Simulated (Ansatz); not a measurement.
Process, species as SMILES: [CH3][Sn]([OH])([OH])[OH] -> [CH3][Sn]([OH])([OH])[OH] as doublet, charge +1 + e-
Structures are relaxed separately at B3LYP-D3(BJ)/def2-TZVP in Ansatz (a quantum-chemistry and plane-wave program), one conformer each, not searched for the lowest. Frequencies are from Ansatz.

Quantity: adiabatic ionisation energy (0 K, with B3LYP-D3(BJ) harmonic zero-point energies), in eV. Cores are frozen in the correlated levels unless marked. UHF or UKS for open shells. Spin-orbit coupling is left out. Frozen are the shells of the preceding noble gas and the d and f shells that filled before the atom's block. Past Kr the def2 sets carry scalar-relativistic core potentials. STO-3G rows are all-electron and non-relativistic. Basis-set limits of correlation are two-point, X^-3; Hartree-Fock from the larger set. [CCSD(T)-MP2]/basis is that difference in the basis named.

```json
[
 {"level": "SVWN5/def2-TZVPD", "program": "Ansatz", "adiabatic ionisation energy (eV)": "9.86"},
 {"level": "PBE0/def2-TZVPD", "program": "Ansatz", "adiabatic ionisation energy (eV)": "9.82"},
 {"level": "r2SCANh/def2-TZVPD", "program": "Ansatz", "adiabatic ionisation energy (eV)": "?"},
 {"level": "HSE06-D4/def2-TZVPD", "program": "Ansatz + dftd4", "adiabatic ionisation energy (eV)": "9.82"},
 {"level": "B2GP-PLYP-D4/def2-TZVPD", "program": "Ansatz + dftd4", "adiabatic ionisation energy (eV)": "?"},
 {"level": "B2PLYP-D4/def2-TZVPD", "program": "Ansatz + dftd4", "adiabatic ionisation energy (eV)": "9.86"},
 {"level": "B2PLYP/def2-TZVPD", "program": "Ansatz", "adiabatic ionisation energy (eV)": "9.85"},
 {"level": "CCSD/STO-3G", "program": "Ansatz", "adiabatic ionisation energy (eV)": "6.27"},
 {"level": "RI-MP2/CBS(def2-TZVPP,def2-QZVPP)+[CCSD(T)-MP2]/def2-TZVPP", "program": "Ansatz", "adiabatic ionisation energy (eV)": "?"}
]
```

Question: Fill in the missing entries.

Answer: 
- r2SCANh/def2-TZVPD, adiabatic ionisation energy (eV): 9.70
- B2GP-PLYP-D4/def2-TZVPD, adiabatic ionisation energy (eV): 9.92
- RI-MP2/CBS(def2-TZVPP,def2-QZVPP)+[CCSD(T)-MP2]/def2-TZVPP, adiabatic ionisation energy (eV): 10.07
